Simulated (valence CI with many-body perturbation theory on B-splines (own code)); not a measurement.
# Forbidden lines of Xe49+

Method: valence CI with perturbative core correlation (CI+MBPT): three valence electrons over a frozen Dirac-Fock core [He], a basis of 11 s, 11 p, 10 d, 8 f, 5 g, 2 h functions for each j, with the one-electron correlation potential Σ1, the two-electron term Σ2, the three-electron term Σ3, Breit, model QED; selected CI, second order for the rest, scaled by the run's own slope (own B-spline code, finite nucleus).

No measured spectrum was set against this ion. As an estimate, large intervals hold to a few tenths of a per cent, small ones and those within an open d or f shell to about a per cent.

Lines 1 to 36 of 36 in falling wavelength, among levels below 60578 × 10³ cm⁻¹, chosen from the decays that carry over 1 % of a level's rate. Wavelengths and rates use the calculated energies. Electric multipoles are in the length gauge, E1 and E2 with the static RPA response of the core. S is in atomic units (e²a₀⁴ for E2 and M2, e²a₀⁶ for E3), for M1 in squared Bohr magnetons. Weak lines are less certain than strong ones. Lines between different terms over intervals too small for the method are left out, as are lines whose strength nearly cancels. The highest levels of a list are the least certain.

Levels are named by their leading jj configuration (3d3/2^4 stands for four electrons in 3d with j = 3/2), which in mixed levels can hold well under half, so a name can repeat and another be missing. Letters in brackets count levels of one name in rising energy.

```tsv
λ vac (Å)	Upper	Lower	Type	A (s⁻¹)	S (a.u.)
40.13	(2s 2p1/2 2p3/2) J=3/2 [a]	(2s 2p1/2^2) J=1/2	M1	2.02e+08	1.93e+00
37.95	(2s 2p3/2 3d5/2) J=9/2	(2s 2p1/2 3d5/2) J=7/2	M1	2.01e+08	4.06e+00
34.60	(2s^2 2p3/2) J=3/2	(2s^2 2p1/2) J=1/2	M1	2.12e+08	1.30e+00
2.571	(2p1/2^2 3p1/2) J=1/2	(2p1/2^2 2p3/2) J=3/2	E2	3.30e+11	6.62e-05
2.541	(2s^2 3p1/2) J=1/2	(2s^2 2p3/2) J=3/2	E2	4.40e+11	8.31e-05
2.540	(2s 2p3/2 3p3/2) J=7/2	(2s 2p3/2^2) J=3/2	E2	1.02e+10	7.73e-06
2.501	(2s 2p3/2 3p3/2) J=7/2	(2s 2p3/2^2) J=5/2	E2	1.37e+11	9.62e-05
2.496	(2s 2p3/2 3p3/2) J=1/2 [b]	(2s 2p3/2^2) J=3/2	E2	2.40e+11	4.15e-05
2.493	(2s 2p1/2 3p3/2) J=5/2	(2s 2p1/2 2p3/2) J=5/2	E2	1.21e+11	6.27e-05
2.485	(2s^2 3p3/2) J=3/2	(2s^2 2p3/2) J=3/2	E2	2.02e+11	6.84e-05
2.468	(2s 2p3/2 3d5/2) J=9/2	(2s 2p3/2^2) J=5/2	M2	6.41e+09	5.24e-06
2.468	(2s 2p3/2 3d5/2) J=9/2	(2s 2p3/2^2) J=5/2	E3	3.34e+08	5.92e-06
2.459	(2s 2p3/2 3p3/2) J=1/2 [b]	(2s 2p3/2^2) J=5/2	E2	9.28e+10	1.49e-05
2.339	(2s 2p3/2 3p3/2) J=7/2	(2s 2p1/2 2p3/2) J=5/2	E2	1.23e+11	6.14e-05
2.333	(2s 2p1/2 3p3/2) J=5/2	(2s 2p1/2^2) J=1/2	E2	2.39e+11	8.85e-05
2.325	(2s 2p3/2 3p3/2) J=7/2	(2s 2p1/2 2p3/2) J=3/2 [a]	E2	1.78e+11	8.63e-05
2.323	(2s 2p3/2 3p3/2) J=1/2 [b]	(2s 2p1/2 2p3/2) J=3/2 [b]	E2	2.53e+11	3.06e-05
2.318	(2s^2 3p3/2) J=3/2	(2s^2 2p1/2) J=1/2	E2	2.37e+11	5.68e-05
2.309	(2s 2p3/2 3d5/2) J=9/2	(2s 2p1/2 2p3/2) J=5/2	M2	1.49e+09	8.73e-07
2.309	(2s 2p3/2 3d5/2) J=9/2	(2s 2p1/2 2p3/2) J=5/2	E3	3.23e+08	3.60e-06
2.296	(2s 2p3/2 3d5/2) J=9/2	(2s 2p1/2 2p3/2) J=3/2 [a]	E3	5.78e+08	6.18e-06
2.261	(2p1/2 2p3/2 3d3/2) J=7/2	(2s 2p1/2 2p3/2) J=3/2 [b]	E2	3.91e+11	1.65e-04
2.255	(2p3/2^2 3d5/2) J=7/2	(2s 2p3/2^2) J=3/2	E2	5.51e+11	2.29e-04
2.243	(2p1/2^2 3d3/2) J=3/2	(2s 2p1/2^2) J=1/2	E2	1.18e+12	2.39e-04
2.240	(2p1/2 2p3/2 3d3/2) J=7/2	(2s 2p1/2 2p3/2) J=5/2	E2	6.11e+11	2.46e-04
2.232	(2p1/2 2p3/2 3d3/2) J=5/2 [a]	(2s 2p1/2 2p3/2) J=3/2 [a]	E2	5.81e+11	1.73e-04
2.231	(2p1/2 2p3/2 3d3/2) J=1/2 [a]	(2s 2p1/2 2p3/2) J=3/2 [a]	E2	1.08e+12	1.07e-04
2.228	(2p1/2 2p3/2 3d5/2) J=9/2	(2s 2p1/2 2p3/2) J=5/2	E2	1.23e+12	6.05e-04
2.227	(2p1/2 2p3/2 3d3/2) J=7/2	(2s 2p1/2 2p3/2) J=3/2 [a]	E2	1.94e+11	7.58e-05
2.224	(2p3/2^2 3d5/2) J=7/2	(2s 2p3/2^2) J=5/2	E2	6.47e+11	2.52e-04
2.224	(2p3/2^2 3d5/2) J=9/2	(2s 2p3/2^2) J=5/2	E2	1.24e+12	6.05e-04
2.222	(2p1/2 2p3/2 3d5/2) J=7/2 [a]	(2s 2p1/2 2p3/2) J=3/2 [a]	E2	1.03e+12	3.97e-04
1.856	(2p1/2^2 4f7/2) J=7/2	(2p1/2^2 2p3/2) J=3/2	E2	9.45e+11	1.49e-04
1.842	(2s 2p1/2 4f7/2) J=9/2	(2s 2p1/2 2p3/2) J=5/2	E2	9.28e+11	1.76e-04
1.837	(2s^2 4f7/2) J=7/2	(2s^2 2p3/2) J=3/2	E2	9.44e+11	1.41e-04
1.755	(2s 2p1/2 4f5/2) J=3/2	(2s 2p1/2^2) J=1/2	E2	9.58e+11	5.69e-05
```
